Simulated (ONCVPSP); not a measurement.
Which change was made? (In, ONCV)

ONCVPSP 4.0.1 input, shortened (lines: element, Z, core and valence counts, functional; n l f; lmax; l rc ep ncon nbas qcut; lloc lpopt rc5 dvloc0; l nproj debl; icmod fcfact rcfact), PBEsol, fully relativistic:

```
  In 49.00    9    2  -116133      upf
    1    0    2.00
    2    0    2.00
    2    1    6.00
    3    0    2.00
    3    1    6.00
    3    2   10.00
    4    0    2.00
    4    1    6.00
    4    2   10.00
    5    0    2.00
    5    1    1.00
    1
    0    2.00    0.00    4    7    2.50
    1    2.00    0.00    4    8    4.80
    1    5    2.00    0.00
    0    1    3.30
    1    0    1.40
    0    0.00    0.00
```

Open shells are filled in proportion to 2j + 1.

Cutoffs, loose and tight: the cutoffs (Ha) at which the residual kinetic energy of the hardest occupied pseudo-wave falls to 1 and 0.1 mHa per electron. They do not see the model core or the augmentation charge, which bear on the density cutoff. Test errors are all-electron minus pseudo excitation energies from the reference, over the configurations 5s2 5p0; 5s1 5p0; 5s2 5p0.5; 5s0 5p3; variants that change the core or the reference have their own tests.

The base gives: outcome: generated, misses its reference levels by 0.22 eV; cutoff, loose: 17 Ha; cutoff, tight: 26 Ha; bound ghosts: none; GHOST(+) flags above zero: none; largest test error (meV): +120.

(1) After one change the result is: outcome: generated, misses its reference levels by 0.22 eV; cutoff, loose: 17 Ha; cutoff, tight: 26 Ha; bound ghosts: s; GHOST(+) flags above zero: none; largest test error (meV): +53. Which change was it?
A. s: qcut 2.6; p: qcut 5
B. functional LDA (Perdew-Wang 92)
C. p: qcut 5.2

Answers

(1) C. The others give: s: qcut 2.6; p: qcut 5 → outcome: generated, misses its reference levels by 0.22 eV; cutoff, loose: 12 Ha; cutoff, tight: 25 Ha; bound ghosts: s; GHOST(+) flags above zero: none; largest test error (meV): 4 of 4 tests not solved or not reliable | functional LDA (Perdew-Wang 92) → outcome: generated, misses its reference levels by 0.22 eV; cutoff, loose: 17 Ha; cutoff, tight: 26 Ha; bound ghosts: none; GHOST(+) flags above zero: none; largest test error (meV): +227.
